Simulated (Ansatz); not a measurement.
Cost and result for the atomization energy of CH4Cl2OSSn (`C[O][Sn]([SH])([Cl])[Cl]`) (10 atoms, 9 bonds).

```json
{"atom": "C1", "x (Å)": "-0.9961", "y (Å)": "-1.4147", "z (Å)": "-0.0843"}
{"atom": "O2", "x (Å)": "-0.8001", "y (Å)": "-0.0211", "z (Å)": "-0.2363"}
{"atom": "Sn3", "x (Å)": "0.9206", "y (Å)": "0.7804", "z (Å)": "0.1565"}
{"atom": "S4", "x (Å)": "0.6637", "y (Å)": "3.0866", "z (Å)": "-0.2712"}
{"atom": "Cl5", "x (Å)": "2.5417", "y (Å)": "-0.2305", "z (Å)": "-1.1401"}
{"atom": "Cl6", "x (Å)": "1.4991", "y (Å)": "0.2967", "z (Å)": "2.3389"}
{"atom": "H7", "x (Å)": "-0.3397", "y (Å)": "-1.9946", "z (Å)": "-0.7425"}
{"atom": "H8", "x (Å)": "-2.0321", "y (Å)": "-1.6279", "z (Å)": "-0.3567"}
{"atom": "H9", "x (Å)": "-0.8370", "y (Å)": "-1.7405", "z (Å)": "0.9495"}
{"atom": "H10", "x (Å)": "-0.6201", "y (Å)": "2.8657", "z (Å)": "-0.6138"}
```

Total charge 0; spin multiplicity 1. Correlated methods include outer-core shells of Sn, which these sets cover unevenly. Sn takes the def2 core potential. Geometry: relaxed with PBE0-D4/def2-TZVP. It is one conformer, not always the lowest. Program: Ansatz. All runs use 2 threads of an AMD EPYC 7R13 on a shared host and a share of an NVIDIA H100 80 GB. Times are those of one run each, without the atoms' runs, and a repeat can differ threefold. Electronic energies, without spin–orbit coupling; frozen cores. CCSD(T)/CBS adds CCSD(T) − MP2 in def2-TZVPP to the MP2 limit, and its time is that of the two runs behind it. T1 = 0.013. With those shells the extrapolation isn't a true limit. B3LYP takes the VWN-RPA correlation (the form of Gaussian; ORCA's B3LYP/G).

CCSD(T)/CBS is a level of theory with its own doubt, some kJ/mol a heavy atom from the limit and from the frozen cores, so smaller differences don't rank the functionals.

| level | functions | wall time |
| --- | --- | --- |
| B3LYP-D4/def2-TZVPP (with forces) | 294 | 3.5 s |
| PBE0-D4/def2-TZVPP | 294 | 4.5 s |
| r2SCAN-D4/def2-TZVPP (with forces) | 294 | 5.5 s |
| B2PLYP/def2-TZVPP | 294 | 5.5 s |
| ωB97X-V/def2-TZVPP | 294 | 5.5 s |
| PBE-D4/def2-TZVPP (with forces) | 294 | 7 s |
| MP2/def2-QZVPP | 526 | 7.5 s |
| ωB97M-V/def2-TZVPP (with forces) | 294 | 9.5 s |
| CCSD(T)/def2-TZVPP | 294 | 12 s |
| CCSD(T)/CBS(def2) | – | 20 s |

Q: What atomization energy does each give, and how far from CCSD(T)/CBS? (Estimate.)

A: Ansatz gave: 
```tsv
level	atomization (kcal/mol)	difference from CCSD(T)/CBS	per bond
B3LYP-D4/def2-TZVPP (with forces)	771.0	-15.0	-1.7
PBE0-D4/def2-TZVPP	778.1	-7.9	-0.9
r2SCAN-D4/def2-TZVPP (with forces)	783.6	-2.4	-0.3
B2PLYP/def2-TZVPP	763.0	-23.0	-2.6
ωB97X-V/def2-TZVPP	784.8	-1.2	-0.1
PBE-D4/def2-TZVPP (with forces)	795.8	9.8	1.1
MP2/def2-QZVPP	791.8	5.8	0.6
ωB97M-V/def2-TZVPP (with forces)	781.9	-4.1	-0.5
CCSD(T)/def2-TZVPP	755.9	-30.1	-3.3
CCSD(T)/CBS(def2)	786.0	0.0	0.0
```

The D4 term adds +12.5 kcal/mol with B3LYP and +6.8 kcal/mol with PBE0; it sums over pairs of atoms, weighted by their polarisabilities, and B3LYP, whose exchange is more repulsive, gets the larger term. From PBE to PBE0 (25 % exact exchange), in def2-TZVPP and without D4, the atomization energy moves by −16.8 kcal/mol: exact exchange takes away binding that semilocal exchange gives to molecules. In def2-TZVPP, CCSD(T) changes the Hartree–Fock value by +216.4 kcal/mol (the triples alone add +17.0 kcal/mol) and MP2 by +234.2 kcal/mol; breaking electron pairs costs correlation energy, which Hartree–Fock lacks.

Spin–orbit coupling would lower the free Sn atoms strongly, and the atomization energy with them, by more than many differences here. For some Ge, Se and Sn compounds the MP2-based and the directly extrapolated limit differ by 10 to 25 kJ/mol.
